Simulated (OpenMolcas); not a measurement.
## OpenMolcas run: Au4+

Au4+ among 4 point charges of -0.8 e arranged as a tetrahedron (Td), 2.04 Å from the ion.

Input:

```
&GATEWAY
Coord
1

Au 0.0 0.0 0.0
Basis=ANO-RCC-VDZP
Group=NoSym
NoMove
AngMom=0.0 0.0 0.0
AMFI
XField
4 Angstrom 0
1.177795 1.177795 1.177795 -0.800000
1.177795 -1.177795 -1.177795 -0.800000
-1.177795 1.177795 -1.177795 -0.800000
-1.177795 -1.177795 1.177795 -0.800000
&SEWARD
&RASSCF
FileOrb=start.orb
Symmetry=1
Spin=4
nActEl=7 0 0
Inactive=34
Ras2=5
CIRoot=10 10 1
SDav=10
CIMx=300
Iter=120 100
PrWF=0.3
OrbListing=Nothing
MaxOrb=0
>>> COPY $Project.JobIph JOB001
&RASSCF
FileOrb=start.orb
Symmetry=1
Spin=2
nActEl=7 0 0
Inactive=34
Ras2=5
CIRoot=40 40 1
SDav=40
CIMx=300
Iter=120 100
PrWF=0.3
OrbListing=Nothing
MaxOrb=0
>>> COPY $Project.JobIph JOB002
&RASSI
NrOfJobIphs=2 10 40
1 2 3 4 5 6 7 8 9 10
1 2 3 4 5 6 7 8 9 10 11 12 13 14 15 16 17 18 19 20 21 22 23 24 25 26 27
28 29 30 31 32 33 34 35 36 37 38 39 40
IphNames
JOB001
JOB002
EJob
SpinOrbit
DIPRint=1.0
SOCoupling=1000.0
Subsets=2
Property=9
'ANGMOM' 1 'ANGMOM' 2 'ANGMOM' 3 'MLTPL  1' 1 'MLTPL  1' 2 'MLTPL  1' 3
'AMFI' 1 'AMFI' 2 'AMFI' 3
SOProperty=3
'ANGMOM' 1 'ANGMOM' 2 'ANGMOM' 3
```

Launched by
```bash
OMP_NUM_THREADS=1 MOLCAS_MEM=1689 MOLCAS_PROJECT=a pymolcas a.inp > a.log  # once for each step of the input, in one work folder
```

A driver script runs the steps one by one and writes start.orb anew before each from the orbitals found so far.

Output, cut to the results:

```
--- SEWARD ---
Basis set label: AU.ANO-RCC...7S6P4D2F.

      Electronic valence basis set:
      ------------------
      Associated Effective Charge  79.000000 au
      Associated Actual Charge     79.000000 au
      Nuclear Model: Point charge

      Shell  nPrim  nBasis  Cartesian Spherical Contaminant
         s      24       7        X
         p      21       6        X
         d      15       4                 X
         f      11       2                 X
                  Relativistic Douglas-Kroll-Hess integrals:
                    - DKH order of Hamiltonian: 2
                    - DKH order of Properties : 0
                  Atomic mean-field integrals
--- RASSCF ---
Wave function specifications:
      -----------------------------

      Number of closed shell electrons          68
      Number of electrons in active shells       7
      Max number of holes in RAS1 space          0
      Max nr of electrons in RAS3 space          0
      Number of inactive orbitals               34
      Number of active orbitals                  5
      Number of secondary orbitals              20
      Spin quantum number                      1.5
      State symmetry                             1
Orbital specifications:
      -----------------------

      Symmetry species                           1
                                                 a
      Frozen orbitals                            0
      Inactive orbitals                         34
      Active orbitals                            5
      RAS1 orbitals                              0
      RAS2 orbitals                              5
      RAS3 orbitals                              0
      Secondary orbitals                        20
      Deleted orbitals                           0
      Number of basis functions                 59
      Number of CSFs                            10
      Number of root(s) required                10
      Iter CI   SX   CI       RASSCF       Energy    max ROT     max BLB   max BLB  Level Ln srch  Step   QN
          iter iter root      energy       change     param      element    value   shift minimum  type update
 Nr of preliminary CI iterations:   1
      Total energies have been shifted. Add               -18000.00 au
        1   1    6    0  -992.65661504    0.00E+00   1.69E-01*  36  49 1  5.41E-01*  0.00   0.00    SX    NO
        2   1    6    0  -993.12487411   -4.68E-01*  1.56E-02   34  47 1  1.41E-01*  0.00   0.00    SX    NO
        3   1    6    0  -993.14269799   -1.78E-02*  1.24E-02   25  54 1  3.66E-02*  0.00   0.00    SX    NO
        4   1    6    0  -993.14459470   -1.90E-03*  5.00E-03   34  47 1  1.58E-02*  0.00   0.00    SX    NO
        5   1    5    0  -993.14493522   -3.41E-04*  1.56E-03   27  56 1  6.69E-03*  0.00   0.70    QN   YES
        6   1    4    0  -993.14501501   -7.98E-05* -3.28E-05   25  54 1  7.64E-05   0.00   1.01    QN   YES
        7   1    3    0  -993.14501503   -2.14E-08* -9.88E-06   38  43 1  1.26E-05   0.00   1.15    QN   YES
        8   1    3    0  -993.14501503   -6.88E-10   8.70E-07   27  56 1 -1.12E-06   0.00   1.06    QN   YES
      Convergence after  8 iterations
        9   1    3    0  -993.14501503   -4.73E-11   8.70E-07   32  42 1  1.74E-07   0.00   1.06    QN   YES
      Natural orbitals and occupation numbers for root  1
      sym 1:   1.000000   1.000000   2.000000   1.000000   2.000000
      Natural orbitals and occupation numbers for root  2
      sym 1:   1.000000   1.844575   1.844575   1.155425   1.155425
      Natural orbitals and occupation numbers for root  3
      sym 1:   1.895979   1.000000   1.104021   1.104021   1.895979
::    RASSCF root number  1 Total energy: -18993.17167598
::    RASSCF root number  2 Total energy: -18993.16598034
::    RASSCF root number  3 Total energy: -18993.16598034
::    RASSCF root number  4 Total energy: -18993.16598034
::    RASSCF root number  5 Total energy: -18993.16152521
::    RASSCF root number  6 Total energy: -18993.16152521
::    RASSCF root number  7 Total energy: -18993.16152521
::    RASSCF root number  8 Total energy: -18993.09865255
::    RASSCF root number  9 Total energy: -18993.09865255
::    RASSCF root number 10 Total energy: -18993.09865255
--- RASSCF ---
Wave function specifications:
      -----------------------------

      Number of closed shell electrons          68
      Number of electrons in active shells       7
      Max number of holes in RAS1 space          0
...
--- RASSI ---
SPIN-FREE ENERGIES:
  (Shifted by EMIN (a.u.) =     -18993.1716759810)

 SF State       Relative EMIN(au)   Rel lowest level(eV)    D:o, cm**(-1)      L_eff

     1             0.0000000000        0.0000000000              0.0000         3.0
     2             0.0056956370        0.1549861796           1250.0478         3.0
     3             0.0056956370        0.1549861796           1250.0478         3.0
     4             0.0056956370        0.1549861796           1250.0478         3.0
     5             0.0101507692        0.2762165002           2227.8363         3.0
     6             0.0101507692        0.2762165002           2227.8363         3.0
     7             0.0101507692        0.2762165002           2227.8363         3.0
     8             0.0730234296        1.9870687479          16026.7903         1.0
     9             0.0730234296        1.9870687479          16026.7903         1.0
    10             0.0730234296        1.9870687479          16026.7903         1.0
    11             0.0771086720        2.0982338557          16923.3974         4.0
    12             0.0771086720        2.0982338557          16923.3974         4.0
    13             0.0775770238        2.1109783595          17026.1887         4.0
    14             0.0775770238        2.1109783595          17026.1887         4.0
    15             0.0775770238        2.1109783595          17026.1887         4.0
    16             0.0779628368        2.1214768653          17110.8649         4.0
    17             0.0796630453        2.1677418961          17484.0175         4.0
    18             0.0796630453        2.1677418961          17484.0175         4.0
    19             0.0796630453        2.1677418961          17484.0175         4.0
    20             0.0978299900        2.6620896441          21471.2010         3.9
    21             0.0978299900        2.6620896441          21471.2010         3.9
...
```

Spin-orbit levels above the lowest (labels of Td):

| E (cm-1) | Degeneracy | Label | 2S+1 | g |
| --- | --- | --- | --- | --- |
| 0.0 | 4 | Γ8 | 4 (84 %) |  |
| 586.8 | 4 | Γ8 | 4 (82 %) |  |
| 824.9 | 2 | Γ6 | 4 (82 %) | 4.67 4.67 4.67 |
| 12968 | 4 | Γ8 | 4 (86 %) |  |
| 13119 | 2 | Γ6 | 4 | 2.80 2.80 2.80 |
| 13285 | 2 | Γ7 | 4 | 3.86 3.86 3.86 |
| 14180 | 4 | Γ8 | 2 (50 %) |  |
| 14928 | 2 | Γ7 | 4 (69 %) | 2.05 2.05 2.05 |
| 15018 | 4 | Γ8 | 4 (68 %) |  |
| 22242 | 4 | Γ8 | 4 (81 %) |  |
| 23848 | 4 | Γ8 | 4 |  |
| 23938 | 2 | Γ6 | 2 (84 %) | 3.95 3.95 3.95 |
| 24164 | 4 | Γ8 | 2 (79 %) |  |
| 24494 | 2 | Γ7 | 4 | 2.48 2.48 2.48 |
| 24782 | 4 | Γ8 | 2 (85 %) |  |
| 28552 | 2 | Γ6 | 4 (65 %) | 1.97 1.97 1.97 |
| 31673 | 4 | Γ8 | 2 |  |
| 31795 | 2 | Γ7 | 2 | 3.96 3.96 3.96 |
| 32226 | 4 | Γ8 | 2 |  |
| 32246 | 2 | Γ6 | 2 | 3.86 3.86 3.86 |

Spin-orbit coupling mixes the spin-free states strongly: the lowest level takes only 40 % from its leading state, 4T2, which lies 1250 cm-1 above the lowest spin-free state. Without dynamic correlation the repulsion within the d shell is too large (B by tens of per cent), so at a given field states of lower spin stand too high. The ground term spreads over less than 5000 cm-1, several times less than with real ligands, so orbital moments are less quenched and χT lies further from the spin-only value than at real sites. Point charges carry no covalency, so the field is a model and not that of real ligands. No measured value stands beside these numbers.
